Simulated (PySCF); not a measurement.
Bi(OMe)2(TeH), SMILES C[O][Bi]([TeH])[O]C (C2H7BiO2Te), B3LYP/def2-SVP optimised geometry. Atoms within 1.6 Å of the plane z = 1.2 Å (x, y, z in Å): Bi1 (-1.63, -1.41, 0.00), O7 (0.48, -1.41, 0.00), H9 (1.12, 0.56, -0.38), Te12 (-2.33, 1.41, 0.00), H13 (-2.42, 1.39, 1.67).

Computed with B3LYP/def2-TZVP, def2 effective core potentials past Kr run with PySCF 2.14.0. The core electrons that the potentials of Bi, Te replace are not part of the density.

Map of the log10 of the electron density (e/bohr³), floored at −4 on the plane z = 1.2 Å:

```
|                           |
|                           |
|    ......                 |
|  ..::--:::.               |
| .:--====--:.              |
|.:-==++++==-:.             |
|:-=+**##*++=-:.            |
|:-+*#%%%#*+=-:.            |
|-=+*%@@@%#*+=:..           |
|-=+#%@@@%#*+=-:...         |
|-=+*%@@@%#*+=-:::..        |
|-=+*#%%%#*+=-::::::.       |
|:-=+**##**+=--:::::.       |
|:-==+*****+==-----:..      |
|.:-=++****++=====-::..     |
| .:-=+*###*+++*++=-:..     |
| .:-=*##%%#******=-:.      |
| .:-+*#%%%#***#**+-:.      |
|  :-+*#%%%#******=-:       |
|  :-=+*###**+++++=-.       |
|  .-=+*****+=====-:        |
|  .:-=+++++=----::         |
|   .:-=====-::...          |
|    .::---::.              |
|     ......                |
|                           |
|                           |
```
Scale: ten equal steps from -4.00 (start of ' ') to -0.853 (end of '@'), in the order ' .:-=+*#%@'; x runs from -4.50 to 4.50, y from -4.50 (bottom) to 4.50 (top).
